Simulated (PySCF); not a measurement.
C3H6BF2N.
Atom-mapped SMILES: `[CH2:1]=[N:2][CH2:3][CH2:4][B:5]([F:6])[F:7]` (hydrogens: H8, H9 on C1; H10, H11 on C3; H12, H13 on C4)

Theory: PySCF, PBE0-D3(BJ)/def2-SVP geometry optimisation, gas phase.

(1) Give the optimised bond lengths and angles.

## Answers

(1) 
| bond | length (Å) | order |
| --- | --- | --- |
| C1=N2 | 1.262 | double |
| N2–C3 | 1.443 | single |
| C3–C4 | 1.525 | single |
| C4–B5 | 1.562 | single |
| B5–F6, B5–F7 | 1.322 | single |
| C1–H8 | 1.109 | single |
| C1–H9 | 1.100 | single |
| C3–H10, C3–H11 | 1.106 | single |
| C4–H12, C4–H13 | 1.104 | single |

Bonds in one row agree within 0.01 Å and their mean is given. Orders are formal, as drawn. A selection of angles:
| angle | degrees |
| --- | --- |
| N2–C1–H8 | 123.4 |
| N2–C1–H9 | 119.5 |
| H8–C1–H9 | 117.1 |
| C1–N2–C3 | 118.5 |
| N2–C3–C4 | 109.5 |
| N2–C3–H10 | 112.4 |
| N2–C3–H11 | 107.7 |
| C4–C3–H10 | 110.3 |
| H10–C3–H11 | 107.4 |
| C3–C4–B5 | 113.4 |
| C3–C4–H12 | 110.4 |
| B5–C4–H12 | 109.2 |
| B5–C4–H13 | 107.3 |
| H12–C4–H13 | 105.8 |
| C4–B5–F6 | 122.1 |
| F6–B5–F7 | 116.1 |

Dihedral angles: C1–N2–C3–C4 121° (anticlinal); N2–C3–C4–B5 -64° (synclinal); C3–C4–B5–F6 160° (antiperiplanar). The mirror-image conformer, all signs reversed, is as good.

B5 (three-coordinate boron) is planar (angles 122.1°, 121.7° and 116.1°, sum 360.0°, 0.01 Å off the plane of its three neighbours). The 2 C–N bonds span 1.262 Å (C1=N2, drawn double) to 1.443 Å (N2–C3, drawn single), a spread of 0.181 Å. N2 (imine nitrogen) is bent (angle 118.5°). Of the pairs four or more bonds apart, H8···H10 is among the closest relative to their van der Waals radii: 2.22 Å, 92 % of the sum of Bondi's values.

Point group: C1 (no symmetry element, even within 0.4 Å). Not checked by PBE0-D3(BJ)/def2-SVP frequencies. One conformer, not necessarily the lowest.

The run took 1.9 min wall on one thread, Arm Neoverse V2 (aarch64), shared host, and the process peaked at 0.50 GiB of memory. These figures are those of the optimisation.
